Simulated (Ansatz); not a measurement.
System: C4F10 (charge 0, singlet). SMILES: C(C(F)(C(F)(F)C(F)(F)F)F)(F)(F)F
Coordinates optimised at B3LYP-D3(BJ)/def2-TZVP (Ansatz, a quantum-chemistry and plane-wave program):
```xyz
14

F     -2.8148    -0.7472     0.1304
C     -1.6341    -0.3959    -0.3783
F     -1.8090     0.6384    -1.2017
F     -1.1452    -1.4277    -1.0692
C     -0.6755    -0.0195     0.7902
F     -0.4351    -1.1387     1.4981
F     -1.3246     0.8613     1.5772
C      0.6925     0.6486     0.4251
F      0.4550     1.8755    -0.0749
F      1.3688     0.7753     1.5840
C      1.6207    -0.0990    -0.5776
F      2.8083     0.5057    -0.5970
F      1.1050    -0.0618    -1.8078
F      1.7892    -1.3703    -0.2121
```
Charge 0, spin multiplicity 1.

Property: atomisation energy (electronic, to ground-state atoms), in kcal/mol. Cores are frozen in the correlated levels unless marked. Open shells are spin-unrestricted. No spin-orbit coupling. Non-relativistic. The coupled-cluster limit lacks core correlation, which all-electron functionals hold. CBS(X,Y): correlation extrapolated as X^-3; Hartree-Fock from the larger set. [CCSD(T)-MP2]/basis is that difference in the basis named.

```csv
level,program,atomisation energy (kcal/mol)
r2SCAN-D3(BJ)/def2-TZVPD,Ansatz + dftd3,1432.9
PBE0/def2-SVP,Ansatz,1468.1
```

Q: Estimate the value at RI-MP2/CBS(cc-pVTZ,cc-pVQZ)+[CCSD(T)-MP2]/cc-pVTZ as computed with Ansatz.

A: 1414.7 kcal/mol, so PBE0/def2-SVP differs from it by 53.4 kcal/mol.
